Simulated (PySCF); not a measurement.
Computed shifts of a molecule CH₈OSi₂, PBE/pcSseg-1 run with PySCF, GIAO, gas phase, equivalent atoms averaged, in ppm (number of nuclei): ²⁹Si: -12.9 (1), -39.0 (1). ¹³C: 1.1 (1). ¹H: 5.56 (2), 5.52 (3), 0.64 (3). References: ²⁹Si against TMS (σ = 335.4 ppm); ¹³C against TMS (σ = 182.0 ppm); ¹⁷O against H2O (σ = 334.3 ppm); ¹H against TMS (σ = 31.49 ppm), references at their B3LYP-D3(BJ)/def2-TZVP geometries, non-relativistic. Geometry: PBE0-D3(BJ)/def2-SVP. The values are those of a single conformer.

Q: Identify the compound among the candidates.
A) C[SiH2][SiH2]O
B) C[Si@@H](O)[SiH3]
C) CO[SiH2][SiH3]
D) C[SiH2]O[SiH3]

A: D, C[SiH2]O[SiH3]
